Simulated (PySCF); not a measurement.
**B: excitation energy**

B [He] 2s2 2p1 (2P) → B [He] 2s1 2p1 3d1 (high-spin determinant), as a difference of total energies. All numbers are calculated (PySCF 2.14, the non-relativistic Hamiltonian (point nucleus), in dyall-acv3z (15s9p4d2f, 76 functions)). Correlated levels: valence and next inner shell: nothing frozen; virtual orbitals above 40 to 60 times the deepest correlated orbital energy dropped. The calculations carry no spin-orbit coupling.

```csv
method,excitation energy (eV)
UHF,10.768
MP2 (valence and next inner shell),11.874
SCS-MP2 (valence and next inner shell),12.159
CCSD (valence and next inner shell),12.279
CCSD(T) (valence and next inner shell),12.321
```

Problem. How much does correlation contribute at CCSD(T) (valence and next inner shell)?

Solution. 12.321 − (10.768) = 1.553 eV, measured against UHF.

The upper state lies above the first ionisation limit, but in LS coupling its spin forbids autoionisation to the ground ion. A Rydberg-like electron needs more diffuse functions than a valence basis has.

The promoted electron is Rydberg-like, and one or two diffuse shells describe it only roughly, which tends to raise the upper state.

The determinant of the upper state mixes LS terms, which raises its energy above the lowest term, most at the Hartree-Fock and MP2 levels.
